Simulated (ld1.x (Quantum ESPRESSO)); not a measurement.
Values are calculated unless marked as measured or tabulated.
# Pseudopotentials across the periodic table

Generated with ld1.x 7.5 (TM, RRKJ, ultrasoft, PAW), atompaw 4.2 or ONCVPSP 4.0.1. The cutoff is in Ry: for ld1.x and atompaw files where the sum of valence levels is converged to 10 mRy in a Bessel basis, for ONCV files where the hardest occupied wave has 1 mHa per electron of residual kinetic energy. The error is the largest all-electron minus pseudo excitation energy over each file’s own four to seven test configurations (ionisations up to +4, promotions, holes and added fractions of an electron), all of which were solved. The labels leave out finer settings (local radius, basis sizes, second energies), which also bear on the numbers. Spin-polarised tests are not counted. The rows are a selection from randomly drawn settings: files with unsolved tests, undetermined cutoffs or missed reference levels are left out.

A true bound ghost makes a file unfit for plane-wave use even where its test errors are small: the radial tests pick states by their node count and pass the ghost by.

| element | potential | cutoff (Ry) | largest error (meV) | bound ghosts |
| --- | --- | --- | --- | --- |
| Ti | TM, PBE, scalar-relativistic, rc 2.35/1.15/1.30 (spd), local smoothed, core correction yes, reference 3p6 3d2 4s2 4p0 | 100 | +77 | s |
| Cr | TM semilocal, PBE, scalar-relativistic, rc 0.95/0.90/1.45 (spd), local d, core correction no, reference 3s2 3p6 3d6 4s0 4p0 | 160 | +394 | none |
| Ce | TM, LDA (PZ), scalar-relativistic, rc 3.55/3.25/2.15 (spd), local s, core correction yes, reference 5d1 6s1.5 6p0.5 | 10 | -81 | p |
| Hg | RRKJ, PBEsol, scalar-relativistic, rc 1.95/3.50/3.25 (spd), local smoothed, core correction yes, reference 6s1.75 6p0.25 | 10 | -430 | none |

**Question.** Fill in the row for Sr: PAW, LDA (PZ), scalar-relativistic, rc 1.95/2.55/3.85 (spd), local smoothed, core correction yes, reference 4s2 4p6 4d0 5s2 5p0.

**Answer.** cutoff 15 Ry, largest error +6.4 meV, bound ghosts: none.

**Question.** Fill in the row for I: TM semilocal, PBE, scalar-relativistic, rc 1.85/1.95/1.45/1.90 (spdf), local p, core correction yes, reference 4d10 5s2 5p4.

**Answer.** cutoff 100 Ry, largest error -448 meV, bound ghosts: none.
